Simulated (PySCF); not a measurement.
AuSCl, triplet: computed properties

Level of theory: UPBE0/[Au def2-SVP with ECP60, S def2-SVP, Cl def2-SVP], scalar-relativistic core potentials, density fitting, no spin–orbit coupling, PySCF.

The structure is a minimum.

| Quantity | Value |
| --- | --- |
| Point group | C∞v |
| Bond lengths | Au–Cl 2.252 Å, Au–S 2.180 Å |
| Bond angles | Cl–Au–S 180.0° |
| Principal polarisabilities | 34.7, 34.7, 126.5 bohr³ |
| Spin squared ⟨S²⟩ | 2.008 |
| Enthalpy at 298.15 K above 0 K | 14.21 kJ/mol |
| Heat capacity Cp at 298.15 K | 57.8 J/(mol K) |
| Zero-point energy | 5.9 kJ/mol |
| Rotational constants | 0.05124 cm⁻¹ |
| Dipole moment | 2.96 D |
| Highest occupied level (α) | -8.28 eV |
| Rotational symmetry number | 1 |
| Entropy at 298.15 K and 1 bar (electronic part: spin only) | 302.5 J/(mol K) |
| Atomisation energy without zero-point energy | 512 kJ/mol |
| Lowest empty level (β) | -5.30 eV |
| Principal quadrupole moments (Buckingham, traceless) about the centre of mass | -2.68, 1.34, 1.34 D Å |

Harmonic modes (masses in u: Au 196.967, S 31.972, Cl 34.969):
```json
{"symmetry": "π", "ω (cm⁻¹)": "97", "IR (km/mol, summed over degenerate members)": "0.6", "μ (u)": "42.15", "type": "bend"}
{"symmetry": "σ+", "ω (cm⁻¹)": "374", "IR (km/mol, summed over degenerate members)": "31.8", "μ (u)": "35.86", "type": "stretch"}
{"symmetry": "σ+", "ω (cm⁻¹)": "421", "IR (km/mol, summed over degenerate members)": "0.0", "μ (u)": "38.92", "type": "stretch"}
```

In C∞v the vibrations span π + 2σ+.

Charges (e):
| atom | Mulliken | Löwdin | polar tensor | spin (Mulliken) | Mayer order to Au1 |
| --- | --- | --- | --- | --- | --- |
| Au1 | 0.15 | -0.34 | 0.28 | 0.24 | – |
| S2 | 0.08 | 0.34 | 0.18 | 1.57 | 1.23 |
| Cl3 | -0.23 | 0.00 | -0.46 | 0.18 | 0.95 |
Other Mayer orders above 0.3: S–Cl 0.33.

Mulliken populations on Au1 (electrons outside its core potential): s 3.06, p 6.28, d 9.49, f 0.01.

Outer orbital energies (eV). α occupied: -10.56, -10.56, -9.82, -9.82, -9.73, -9.13, -8.28, -8.28; empty: -0.42, 0.40, 0.40, 2.21. β occupied: -11.47, -11.47, -10.37, -10.37, -9.43, -9.00, -8.34, -8.34; empty: -5.30, -5.30, -0.10, 0.56.

Formally Au is in oxidation state +3, d8, with 2 unpaired electrons (the high-spin count). The Mulliken spin on Au is 0.24, so most of the spin sits on the ligands and the formal count fails. The polar-tensor charge on Au, 0.28, is far below the formal one.

Only a few start shapes were tried, so a lower isomer may exist. Open d and f shells are described by one determinant, and the ground state may have another occupation or spin. No spin–orbit coupling is included, which matters more the heavier the element.

The final relaxation and frequency run took 24 s on 2 threads of a shared Arm Neoverse V1 host, with 68 basis functions and 9 gradients; the process peaked at 0.7 GiB.
